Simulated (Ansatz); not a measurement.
`CB(O)Br` + `FC(F)(F)C1=CC(C(F)(F)F)=[O+][Al-]([F])([F])[O]1` → `C[B-]1(O)OC(C(F)(F)F)=CC(C(F)(F)F)=[O+]1` + `[F][Al]([F])[Br]`  (redistribution)

Calculated with Ansatz (gas phase, PBE0-D4/def2-TZVP geometries, no zero-point term in ΔE). CBS: MP2 limit from def2 TZ/QZ plus the TZ coupled-cluster correction, frozen cores. DFT in def2-TZVPP. For Br outer-core shells are correlated without core-valence functions, which leaves a few kJ/mol of doubt a bond. Scalar relativity is left out up to krypton. Each species was taken in one conformer, which may not be the lowest.

| species | ωB97X-V energy (Eh) |
| --- | --- |
| `CB(O)Br` | -2714.62958 |
| `FC(F)(F)C1=CC(C(F)(F)F)=[O+][Al-]([F])([F])[O]1` | -1383.12247 |
| `C[B-]1(O)OC(C(F)(F)F)=CC(C(F)(F)F)=[O+]1` | -1081.46645 |
| `[F][Al]([F])[Br]` | -3016.24985 |

(1) Work out ΔE.

Largest T1 diagnostic among the species: 0.015.

Results:

(1) ΔE = (-1081.46645) + (-3016.24985) − (-2714.62958) − (-1383.12247) = 0.03575 Eh = +22.4 kcal/mol. CCSD(T)/CBS gives +22.1 kcal/mol.

In def2-TZVPP, CCSD(T) changes the Hartree–Fock value by −6.0 kcal/mol (the triples alone add −1.0 kcal/mol) and MP2 by −6.7 kcal/mol. Leaving LDA and LC-ωPBE aside and taking each functional with its dispersion term where it has one, the values, not all of them listed here, spread over 3.4 kcal/mol, from revPBE-D4 to BHLYP-D4. LDA lies −2.8 kcal/mol from PBE without D4.
